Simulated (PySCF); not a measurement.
Method: PySCF with M06-2X/def2-TZVP. Isolated molecules, 0 K electronic values unless said otherwise. 

Reference species (SMILES): `[SiH3]B[SiH3]` (neutral, multiplicity 1).

- dipole moment: 0.42 D

Changed species: `B[SiH3]` (whole molecule; the reference has whole molecule).

Problem. What does the change do to the dipole moment?

Solution. the dipole moment decreases by 0.05 D, to 0.37 D.
